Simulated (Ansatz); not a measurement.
[Tb(H2O)6]3+ (TbO6H12³⁺). Total charge 3; septet. Geometry r2SCAN-D4/def2-SVP, basis def2-TZVP, Ansatz.

| run | HOMO (eV) | LUMO (eV) |
| --- | --- | --- |
| A | -22.17 | -14.31 |
| B | -24.70 | -11.89 |
| C | -19.12 | -18.13 |
| D | -18.64 | -16.67 |
| E | -24.95 | -12.25 |

In the def2 sets Tb takes a core potential; there is no spin–orbit coupling. With an open 4f shell the SCF may have ended on a state above the lowest.

HOMO and LUMO are taken over both spins.

Question: The runs used BHLYP, PBE, PBE0, r2SCAN, ωB97X-V. Estimate which is which.

Answer: A PBE0 (25 % exact exchange); B BHLYP (50 % exact exchange); C PBE (0 % exact exchange); D r2SCAN (0 % exact exchange); E ωB97X-V (range-separated). Exact exchange lowers occupied and raises empty levels; among semilocal functionals meta-GGAs tend to open the gap a little, and such runs are hard to tell apart. The gap grows from 0.99 eV (PBE) to 12.82 eV (BHLYP).
